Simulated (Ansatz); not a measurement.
Molecular dynamics of AlH₆NOSi

Input file:

```yaml
crystal:
  periodic: [false, false, false]
  atoms:
    - { symbol: Al, position_ang: [0.204374, -0.35887, -0.010241] }
    - { symbol: H, position_ang: [0.318739, -0.767343, 1.536221] }
    - { symbol: "N", position_ang: [1.681757, 0.031567, -0.900262] }
    - { symbol: H, position_ang: [2.516253, 0.167161, -0.377549] }
    - { symbol: H, position_ang: [1.711816, 0.570413, -1.762209] }
    - { symbol: O, position_ang: [-1.338822, -0.354986, -0.904253] }
    - { symbol: Si, position_ang: [-2.700729, -1.292192, -0.787162] }
    - { symbol: H, position_ang: [-2.692928, -2.379355, 0.279787] }
    - { symbol: H, position_ang: [-3.810757, -0.322837, -0.479804] }
    - { symbol: H, position_ang: [-2.952199, -1.984494, -2.104246] }
basis:
  gaussian: { orbitals: "6-31G*" }
hamiltonian:
  xc: pbe
md:
  timestep: 0.25
  n_steps: 150
  ensemble: nvt_langevin
  temperature: 400.0
  initial_velocities: maxwell_boltzmann
  seed: 396303
  friction: 0.01
  temperature_schedule:
    - { n_steps: 37, end_temperature: 400.0 }
    - { n_steps: 113, end_temperature: 1200.0 }
```

Launched with:

```bash
$ ansatz run input.yaml --threads 1 --pin off --max-ram 2048MiB --backend cpu --events-out ev --progress --plain --runs-dir out
```

It goes on from the last frame of an earlier run, with new velocities.

Output, in part (one step line in 3, the closing report, with atoms numbered from 0):

```
md step     0: t =     0.00 fs  T =   360.0 K (target 400.0 K)  F+E_penalty+E_count = -18098.95218488 eV  E_kin = 0.465336 eV  (25 SCF iters)
md step     3: t =     0.75 fs  T =   336.0 K (target 400.0 K)  F+E_penalty+E_count = -18098.91967732 eV  E_kin = 0.434286 eV  (30 SCF iters)
md step     6: t =     1.50 fs  T =   327.3 K (target 400.0 K)  F+E_penalty+E_count = -18098.89537850 eV  E_kin = 0.423086 eV  (29 SCF iters)
md step     9: t =     2.25 fs  T =   360.1 K (target 400.0 K)  F+E_penalty+E_count = -18098.89273971 eV  E_kin = 0.465453 eV  (29 SCF iters)
md step    12: t =     3.00 fs  T =   380.2 K (target 400.0 K)  F+E_penalty+E_count = -18098.90102376 eV  E_kin = 0.491429 eV  (29 SCF iters)
md step    15: t =     3.75 fs  T =   403.8 K (target 400.0 K)  F+E_penalty+E_count = -18098.89833348 eV  E_kin = 0.521916 eV  (29 SCF iters)
md step    18: t =     4.50 fs  T =   386.3 K (target 400.0 K)  F+E_penalty+E_count = -18098.89009505 eV  E_kin = 0.499292 eV  (29 SCF iters)
md step    21: t =     5.25 fs  T =   391.7 K (target 400.0 K)  F+E_penalty+E_count = -18098.87357120 eV  E_kin = 0.506354 eV  (29 SCF iters)
md step    24: t =     6.00 fs  T =   397.1 K (target 400.0 K)  F+E_penalty+E_count = -18098.85644448 eV  E_kin = 0.513308 eV  (29 SCF iters)
md step    27: t =     6.75 fs  T =   376.2 K (target 400.0 K)  F+E_penalty+E_count = -18098.85075284 eV  E_kin = 0.486218 eV  (29 SCF iters)
md step    30: t =     7.50 fs  T =   397.1 K (target 400.0 K)  F+E_penalty+E_count = -18098.84788935 eV  E_kin = 0.513284 eV  (29 SCF iters)
md step    33: t =     8.25 fs  T =   406.4 K (target 400.0 K)  F+E_penalty+E_count = -18098.84677617 eV  E_kin = 0.525281 eV  (29 SCF iters)
md step    36: t =     9.00 fs  T =   403.4 K (target 400.0 K)  F+E_penalty+E_count = -18098.83552928 eV  E_kin = 0.521410 eV  (26 SCF iters)
md step    39: t =     9.75 fs  T =   390.8 K (target 410.6 K)  F+E_penalty+E_count = -18098.80147304 eV  E_kin = 0.505118 eV  (29 SCF iters)
md step    42: t =    10.50 fs  T =   378.6 K (target 431.9 K)  F+E_penalty+E_count = -18098.75314874 eV  E_kin = 0.489424 eV  (29 SCF iters)
md step    45: t =    11.25 fs  T =   363.6 K (target 453.1 K)  F+E_penalty+E_count = -18098.71551356 eV  E_kin = 0.469940 eV  (29 SCF iters)
md step    48: t =    12.00 fs  T =   329.8 K (target 474.3 K)  F+E_penalty+E_count = -18098.69827602 eV  E_kin = 0.426253 eV  (29 SCF iters)
md step    51: t =    12.75 fs  T =   329.8 K (target 495.6 K)  F+E_penalty+E_count = -18098.67796368 eV  E_kin = 0.426313 eV  (29 SCF iters)
md step    54: t =    13.50 fs  T =   330.8 K (target 516.8 K)  F+E_penalty+E_count = -18098.65121482 eV  E_kin = 0.427629 eV  (26 SCF iters)
md step    57: t =    14.25 fs  T =   312.2 K (target 538.1 K)  F+E_penalty+E_count = -18098.62479592 eV  E_kin = 0.403506 eV  (30 SCF iters)
md step    60: t =    15.00 fs  T =   316.3 K (target 559.3 K)  F+E_penalty+E_count = -18098.61411593 eV  E_kin = 0.408873 eV  (30 SCF iters)
md step    63: t =    15.75 fs  T =   354.4 K (target 580.5 K)  F+E_penalty+E_count = -18098.62873131 eV  E_kin = 0.458070 eV  (30 SCF iters)
md step    66: t =    16.50 fs  T =   364.9 K (target 601.8 K)  F+E_penalty+E_count = -18098.66018556 eV  E_kin = 0.471617 eV  (30 SCF iters)
md step    69: t =    17.25 fs  T =   389.1 K (target 623.0 K)  F+E_penalty+E_count = -18098.70050521 eV  E_kin = 0.502938 eV  (30 SCF iters)
md step    72: t =    18.00 fs  T =   399.2 K (target 644.2 K)  F+E_penalty+E_count = -18098.73780850 eV  E_kin = 0.515965 eV  (26 SCF iters)
md step    75: t =    18.75 fs  T =   422.1 K (target 665.5 K)  F+E_penalty+E_count = -18098.75069257 eV  E_kin = 0.545598 eV  (29 SCF iters)
md step    78: t =    19.50 fs  T =   388.5 K (target 686.7 K)  F+E_penalty+E_count = -18098.73010172 eV  E_kin = 0.502115 eV  (29 SCF iters)
md step    81: t =    20.25 fs  T =   384.4 K (target 708.0 K)  F+E_penalty+E_count = -18098.69645706 eV  E_kin = 0.496815 eV  (29 SCF iters)
md step    84: t =    21.00 fs  T =   418.4 K (target 729.2 K)  F+E_penalty+E_count = -18098.68973064 eV  E_kin = 0.540786 eV  (29 SCF iters)
md step    87: t =    21.75 fs  T =   415.6 K (target 750.4 K)  F+E_penalty+E_count = -18098.70536644 eV  E_kin = 0.537226 eV  (29 SCF iters)
md step    90: t =    22.50 fs  T =   424.5 K (target 771.7 K)  F+E_penalty+E_count = -18098.70888538 eV  E_kin = 0.548703 eV  (27 SCF iters)
md step    93: t =    23.25 fs  T =   447.9 K (target 792.9 K)  F+E_penalty+E_count = -18098.69747573 eV  E_kin = 0.578954 eV  (30 SCF iters)
md step    96: t =    24.00 fs  T =   474.6 K (target 814.2 K)  F+E_penalty+E_count = -18098.68550311 eV  E_kin = 0.613458 eV  (30 SCF iters)
md step    99: t =    24.75 fs  T =   527.0 K (target 835.4 K)  F+E_penalty+E_count = -18098.68728806 eV  E_kin = 0.681152 eV  (30 SCF iters)
md step   102: t =    25.50 fs  T =   518.5 K (target 856.6 K)  F+E_penalty+E_count = -18098.70381231 eV  E_kin = 0.670159 eV  (30 SCF iters)
md step   105: t =    26.25 fs  T =   566.2 K (target 877.9 K)  F+E_penalty+E_count = -18098.72496390 eV  E_kin = 0.731848 eV  (29 SCF iters)
md step   108: t =    27.00 fs  T =   631.8 K (target 899.1 K)  F+E_penalty+E_count = -18098.74284138 eV  E_kin = 0.816676 eV  (29 SCF iters)
md step   111: t =    27.75 fs  T =   655.3 K (target 920.4 K)  F+E_penalty+E_count = -18098.75181101 eV  E_kin = 0.847087 eV  (29 SCF iters)
md step   114: t =    28.50 fs  T =   691.2 K (target 941.6 K)  F+E_penalty+E_count = -18098.73094851 eV  E_kin = 0.893446 eV  (29 SCF iters)
md step   117: t =    29.25 fs  T =   647.4 K (target 962.8 K)  F+E_penalty+E_count = -18098.67113386 eV  E_kin = 0.836807 eV  (29 SCF iters)
md step   120: t =    30.00 fs  T =   532.7 K (target 984.1 K)  F+E_penalty+E_count = -18098.59327849 eV  E_kin = 0.688529 eV  (29 SCF iters)
md step   123: t =    30.75 fs  T =   439.1 K (target 1005.3 K)  F+E_penalty+E_count = -18098.55094241 eV  E_kin = 0.567546 eV  (29 SCF iters)
md step   126: t =    31.50 fs  T =   470.7 K (target 1026.5 K)  F+E_penalty+E_count = -18098.56389452 eV  E_kin = 0.608371 eV  (29 SCF iters)
md step   129: t =    32.25 fs  T =   504.3 K (target 1047.8 K)  F+E_penalty+E_count = -18098.60867491 eV  E_kin = 0.651802 eV  (29 SCF iters)
md step   132: t =    33.00 fs  T =   517.3 K (target 1069.0 K)  F+E_penalty+E_count = -18098.62676685 eV  E_kin = 0.668705 eV  (29 SCF iters)
md step   135: t =    33.75 fs  T =   521.0 K (target 1090.3 K)  F+E_penalty+E_count = -18098.59259774 eV  E_kin = 0.673453 eV  (29 SCF iters)
md step   138: t =    34.50 fs  T =   519.7 K (target 1111.5 K)  F+E_penalty+E_count = -18098.51649768 eV  E_kin = 0.671799 eV  (29 SCF iters)
md step   141: t =    35.25 fs  T =   417.6 K (target 1132.7 K)  F+E_penalty+E_count = -18098.43181211 eV  E_kin = 0.539817 eV  (29 SCF iters)
md step   144: t =    36.00 fs  T =   359.0 K (target 1154.0 K)  F+E_penalty+E_count = -18098.38796419 eV  E_kin = 0.464075 eV  (29 SCF iters)
md step   147: t =    36.75 fs  T =   365.8 K (target 1175.2 K)  F+E_penalty+E_count = -18098.40753658 eV  E_kin = 0.472868 eV  (28 SCF iters)
md step   150: t =    37.50 fs  T =   411.2 K (target 1196.5 K)  F+E_penalty+E_count = -18098.44810914 eV  E_kin = 0.531465 eV  (27 SCF iters)
Total energy: -18098.44815779 eV, -665.1057022302 hartree
Atom 0 at     0.209125    -0.543654     0.012784 Å, force    -2.650838    -0.565023    -0.179608 eV/Å
Atom 1 at     0.060113    -1.651446     1.196121 Å, force     0.211291     0.362232    -0.181544 eV/Å
Atom 2 at     1.778070    -0.128789    -0.680193 Å, force     1.341000     0.019344     0.389925 eV/Å
Atom 3 at     2.749463    -0.249926    -0.315126 Å, force    -1.109082    -0.190364     0.037005 eV/Å
Atom 4 at     1.857046     0.545289    -1.417952 Å, force    -0.112298     0.609968    -0.809706 eV/Å
Atom 5 at    -1.459496    -0.105081    -0.731552 Å, force     0.531405    -2.081015     0.676429 eV/Å
Atom 6 at    -2.764109    -1.311282    -0.901312 Å, force     1.347062     2.049197     1.481524 eV/Å
Atom 7 at    -2.730013    -2.545618    -0.008252 Å, force     0.282953     0.289312    -0.137353 eV/Å
Atom 8 at    -4.083348    -0.644402    -0.606431 Å, force     0.134980     0.037970     0.030120 eV/Å
Atom 9 at    -2.802554    -1.723810    -2.271585 Å, force     0.023527    -0.531620    -1.306793 eV/Å
Dipole moment:     0.519464     0.112945    -0.028387 e Å
```

The run went to its last step. The schedule's set-point averaged 935 K over the second half and the system 491 K, so it lags behind the ramp. A run of 0.037 ps of so small a system gives no equilibrium averages.

The same pairs are bonded in the first frame and the last. Pairs count as bonded within 1.25 times the sum of covalent radii (0.12 Å more for H–H).

Last frame:

```xyz
10
Properties=species:S:1:pos:R:3
Al 0.209 -0.544 0.013
H 0.060 -1.651 1.196
N 1.778 -0.129 -0.680
H 2.749 -0.250 -0.315
H 1.857 0.545 -1.418
O -1.460 -0.105 -0.732
Si -2.764 -1.311 -0.901
H -2.730 -2.546 -0.008
H -4.083 -0.644 -0.606
H -2.803 -1.724 -2.272
```

Time of the run: 3.3 min on 1 thread of Intel(R) Xeon(R) 6975P-C (Granite Rapids), on a shared host, peak memory 0.14 GiB.
